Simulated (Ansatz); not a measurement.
C₂H₆ClFGe (`F[CH]([GeH3])CCl`), relaxed with RKS PBE0-D4/def2-TZVP in the Gaussian-basis code of Ansatz from a PBE-D4/def2-SVP geometry. The force threshold is 0.005 eV/Å; the program also tests the step.

Total charge 0; spin multiplicity 1.

Start:

```xyz
11

F     0.728    0.494    1.637
C     0.485   -0.200    0.452
Ge    0.414    1.165   -1.016
C    -0.796   -0.993    0.554
Cl   -0.696   -2.299    1.802
H     1.340   -0.889    0.268
H    -0.772    2.122   -0.736
H     0.219    0.471   -2.390
H     1.746    1.950   -0.998
H    -1.024   -1.479   -0.415
H    -1.645   -0.341    0.839
```

| step | energy (eV) | largest force (eV/Å) | largest move (Å) |
| --- | --- | --- | --- |
| 1 | -73915.2711 | 0.532 | 0.000 |
| 2 | -73915.3027 | 0.180 | 0.031 |
| 3 | -73915.3061 | 0.067 | 0.016 |
| 4 | -73915.3065 | 0.035 | 0.009 |
| 5 | -73915.3067 | 0.030 | 0.015 |
| 6 | -73915.3068 | 0.008 | 0.012 |
| 7 | -73915.3068 | 0.010 | 0.017 |
| 8 | -73915.3068 | 0.006 | 0.011 |
| 9 | -73915.3069 | 0.002 | 0.002 |

End:

```xyz
11

F     0.750    0.462    1.637
C     0.486   -0.199    0.447
Ge    0.412    1.155   -1.010
C    -0.796   -0.966    0.560
Cl   -0.689   -2.306    1.737
H     1.320   -0.884    0.260
H    -0.804    2.066   -0.786
H     0.277    0.429   -2.359
H     1.708    1.972   -0.976
H    -1.056   -1.409   -0.402
H    -1.609   -0.320    0.891
```

Run time 16 s (2 threads of an AMD EPYC 7R13 on a shared host and a share of an NVIDIA H100 80 GB); peak host memory 0.92 GiB.
